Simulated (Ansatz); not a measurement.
Cost and result for the atomization energy of ClF₂H₃Si₂ (`F[SiH](F)[SiH2]Cl`) (8 atoms, 7 bonds).

The species carries charge 0 and has multiplicity 1. The structure was optimised at the PBE0-D4/def2-TZVP level. It is one conformer, not always the lowest. Program: Ansatz. All runs use 4 threads of an Arm Neoverse V1 on a shared host. Times are those of one run each, without the atoms' runs, and a repeat can differ threefold. Electronic energies, without spin–orbit coupling; frozen cores. CCSD(T)/CBS adds CCSD(T) − MP2 in def2-TZVPP to the MP2 limit, and its time is that of the two runs behind it. T1 = 0.012. B3LYP takes the VWN-RPA correlation (the form of Gaussian; ORCA's B3LYP/G). HSE06 is the plane-wave form, built on full-range PBE exchange.

CCSD(T)/CBS is a level of theory with its own doubt, some kJ/mol a heavy atom from the limit and from the frozen cores, so smaller differences don't rank the functionals.

```
                             level  functions  wall time  atomization (kJ/mol)  difference from CCSD(T)/CBS  per bond
              revPBE-D4/def2-TZVPP        230      1.6 s                2715.6                        -81.8     -11.7
                BLYP-D4/def2-TZVPP        230      1.6 s                2746.5                        -50.9      -7.3
               BHLYP-D4/def2-TZVPP        230      2.6 s                2694.9                       -102.5     -14.6
                  CCSD(T)/def2-SVP         97      2.7 s                2531.5                       -265.9     -38.0
               HSE06-D4/def2-TZVPP        230      2.9 s                2743.1                        -54.3      -7.8
 B3LYP-D4/def2-TZVPP (with forces)        230      3.9 s                2755.0                        -42.4      -6.1
r2SCAN-D4/def2-TZVPP (with forces)        230      4.2 s                2786.4                        -11.0      -1.6
                ωB97X-V/def2-TZVPP        230        7 s                2801.2                          3.8       0.5
                 B97M-V/def2-TZVPP        230      8.5 s                2796.4                         -1.0      -0.1
  ωB97M-V/def2-TZVPP (with forces)        230       10 s                2783.4                        -14.0      -2.0
                    MP2/def2-QZVPP        414       14 s                2832.8                         35.4       5.0
                CCSD(T)/def2-TZVPP        230       98 s                2705.9                        -91.5     -13.1
                 CCSD(T)/CBS(def2)          –      110 s                2797.4                          0.0       0.0
```

The D4 term adds +32.1 kJ/mol with B3LYP and +16.8 kJ/mol with PBE0; it sums over pairs of atoms, weighted by their polarisabilities, and B3LYP, whose exchange is more repulsive, gets the larger term. In def2-TZVPP, CCSD(T) changes the Hartree–Fock value by +599.1 kJ/mol (the triples alone add +37.0 kJ/mol) and MP2 by +669.8 kJ/mol; breaking electron pairs costs correlation energy, which Hartree–Fock lacks. From r2SCAN to r2SCAN0 (25 % exact exchange), in def2-TZVPP and without D4, the atomization energy moves by −50.9 kJ/mol: exact exchange takes away binding that semilocal exchange gives to molecules.
